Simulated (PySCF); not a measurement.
Bonds (- single, = double, # triple, : aromatic): C1-Si2 1.847 Å, Si2-O3 1.639 Å, Si2-O4 1.637 Å, Si2-O5 1.647 Å. C1 carries H6, H7, H8; O3 carries H9; O4 carries H10; O5 carries H11.

Geometry: PBE0-D3(BJ)/def2-TZVP; GIAO absolute shieldings from PySCF, gas phase, non-relativistic, averaged over equivalent atoms.

At wB97X-D/pcSseg-2 (271 basis functions, 36 s wall time on 1 thread of an Arm Neoverse V1, shared host):
| atoms | σ (ppm) |
| --- | --- |
| C1 | 190.8 |
| Si2 | 371.6 |
| O3/O4/O5 | 271.4 |
| H9/H10/H11 | 29.87 |
| H6/H7/H8 | 31.52 |

**Question.** Estimate the result of repeating the calculation with KT3/pcSseg-2.

**Answer.** 
```tsv
atoms	σ at KT3/pcSseg-2	change
C1	188.3	-2.5
Si2	390.2	+18.6
O3/O4/O5	266.1	-5.3
H9/H10/H11	30.11	+0.24
H6/H7/H8	31.52	+0.00
```

The largest change is at Si2 (silicon bonded to C, 3 O). Cost: 271 basis functions, 45 s wall time on 1 thread of an Arm Neoverse V1, shared host.
